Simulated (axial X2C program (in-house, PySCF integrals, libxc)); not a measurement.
**HfH: bond constants with and without spin–orbit coupling**

All values were computed with an in-house all-electron X2C program for linear molecules (integrals from PySCF). Spin-free means the one-electron spin-free X2C Hamiltonian; two-component (2c) means X2C with spin–orbit coupling and atomic mean-field two-electron Coulomb and Gaunt terms, so the difference of the two also holds small scalar two-electron terms. Basis: Hf dyall-cv3z [13s14p9d7f4g], H dyall-v3z [6s2p1d] (cores contracted in-house); Gaussian nuclei, density fitting, unrestricted open shells. Masses: Hf 179.947 u, H 1.008 u.

The run was started with this input:
```json
{"zs": [72, 1], "q": 0, "bas": ["dyall-cv3z", "dyall-v3z"], "levels": ["PBE0", "HF", "TPSSh"], "cc": true, "r0": 1.84, "thr": -1.0, "nmax": 90, "npts": 10, "nst": 2, "ntry": 6}
```
```bash
python so2c.py task.json out
```

Keys: zs atomic numbers; q charge; bas basis sets; levels methods; cc coupled cluster on or off; r0 starting distance in Å; thr threshold in hartree for freezing inner shells (an s shell follows its p shell); nmax most natural virtual spinors; npts points on the curve; nst determinants followed; ntry starts of the search. HF also brings MP2.

State, spin-free: M_S = 1/2, Λ = 2 (beyond evenly filled blocks: δ+α); electrons by block: σα: 14, σβ: 14, π+α: 7, π+β: 7, π-α: 7, π-β: 7, δ+α: 4, δ+β: 3, δ-α: 3, δ-β: 3, φ+α: 1, φ+β: 1, φ-α: 1, φ-β: 1. Fragments: Hf + H.

State, 2c: Ω = 3/2 (⟨Sz⟩ = -0.43, ⟨Lz⟩ = 1.93 at PBE0); electrons by block: 1/2: 21, -1/2: 21, 3/2: 11, -3/2: 10, 5/2: 4, -5/2: 4, 7/2: 1, -7/2: 1. Fragments: Hf + H.

```
Hamiltonian    level  Re (Å)  ωe (cm⁻¹)  ωexe (cm⁻¹)  Be (cm⁻¹)  De (eV)  D0 (eV)  k (mdyn/Å)  μ (D)
  spin-free     PBE0   1.820     1692.5         23.5      5.076     2.64     2.54        1.69  -1.14
  spin-free       HF   1.883     1621.5         20.1      4.742     2.10     2.00        1.55  -0.33
  spin-free     CCSD   1.855     1669.8         21.5      4.889     2.81     2.71        1.65    n/a
  spin-free  CCSD(T)   1.854     1670.6         21.6      4.896     2.80     2.70        1.65    n/a
  spin-free    TPSSh   1.819     1706.5         23.9      5.084     2.79     2.69        1.72  -1.20
         2c     PBE0   1.819     1690.2         23.3      5.085      n/a      n/a        1.69  -1.15
         2c       HF   1.875     1648.1         19.8      4.783      n/a      n/a         1.6  -0.49
         2c     CCSD   1.861     1648.2         19.1      4.858      n/a      n/a         1.6    n/a
         2c  CCSD(T)   1.860     1646.9         18.7      4.864     2.71     2.61         1.6    n/a
         2c    TPSSh   1.818     1704.3         23.7       5.09      n/a      n/a        1.72  -1.21
```

Correlated methods: 5 electrons correlated (number of frozen shells: Hf 5 s, 4 p, 2 d, 1 f; H none), 249 virtual spin orbitals or spinors in MP2, 83 natural virtuals in coupled cluster.

Dipoles are positive if H is the positive end.

The state is a single determinant with fixed occupations, the lowest that a limited PBE0 search found. Dissociation energies refer to the lowest single-determinant-based atoms at the same level and basis. De is not given where an atomic determinant may have missed its ground term or J level, or where the truncated virtual space spoils (T). Density functionals use the spin component along the axis (collinear). Coupled cluster ran in a truncated set of natural virtual spinors; the MP2 energy of the rest was added. (T) has no such correction and the atoms are truncated less, which lowers De at CCSD(T) by a hundredth of an eV or more. PBE0 can misorder states that lie within some tenths of an eV, so this need not be the ground state of the molecule. The nearest other spin-free determinant of the search, M_S = 1/2, Λ = 1, lies 0.10 eV up at the distance of the search. The functionals have no current-density term, which raises determinants with orbital currents, atoms included. The outer-core s and p shells of the metal are frozen in the correlated rows, which leaves out core–valence correlation; for alkali and alkaline-earth bonds that tends to lengthen them. The determinant is spin-polarised beyond a pure state at some levels (its spin-free form has ⟨S²⟩ too high), which makes Re and μ there less reliable. The T1 diagnostic is large, a sign of multireference character. With the outer-core shells frozen, correlated bond lengths of heavy atoms tend to come out a few hundredths of an ångström too long.

No reliable constants came from MP2 (2c), MP2 (spin-free): no minimum in range, unconverged points, a curve that is not smooth, a change of character along it, or the two Hamiltonians disagreeing along it.

Rough cost a point (2c) on 1 thread(s) of a shared host, integrals apart: PBE0 2.3 s, HF 1.9 s, CCSD(T) 4 s, TPSSh 3 s.

The whole task took 3.7 min on 1 thread of Arm Neoverse V2, with other jobs on the host.
